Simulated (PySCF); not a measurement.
C2H5FOSi2, SMILES O=C1C[SiH2][Si@@H]1F. The structure is a stationary point at B3LYP-D3(BJ)/def2-SVP. The structure was generated by enumeration; whether it is a known compound was not checked.

### Question
Give the equilibrium geometry at B3LYP-D3(BJ)/def2-SVP (PySCF confirms it by a frequency run) as a Z-matrix. (Estimate from the structure and the level; the computed values follow.)

### Answer

```
C
H 1 1.1008
H 1 1.1080 2 108.48
C 1 1.5409 2 113.22 3 -118.82
O 4 1.2039 1 126.09 2 15.69
Si 1 1.9312 2 121.71 3 122.87
H 6 1.4869 1 114.43 2 -97.33
H 6 1.4896 7 111.24 1 -129.43
Si 4 1.9794 5 131.71 1 165.14
F 9 1.6363 4 112.73 5 100.79
H 9 1.4885 10 107.39 4 131.21
```
Charge 0, spin multiplicity 1.
